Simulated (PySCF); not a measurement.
Sb(OH)3 (H3O3Sb), SMILES [OH][Sb]([OH])[OH].

The structure is a stationary point at PBE0-D3(BJ)/def2-SVP. The def2 effective core potentials stand for the cores of Sb; spin–orbit coupling is left out. The values are those of a single conformer.

These are r2SCAN/def2-TZVP (PySCF) values and carry that method's errors.

Isolated molecule, no solvent.

| Property | Value |
|---|---|
| total energy | -467.88484 hartree |
| highest occupied level | -7.11 eV |
| lowest empty level | -1.58 eV |
| orbital gap | 5.52 eV |
| dipole moment | 1.80 D |
| quadrupole, principal values (traceless, Buckingham form, about the centre of nuclear charge) | -7.80, 0.70, 7.11 D·Å |
| mean static polarisability | 48.3 bohr³ (7.15 Å³) |
| polarisability, principal values | 45.6, 49.0, 50.2 bohr³ |
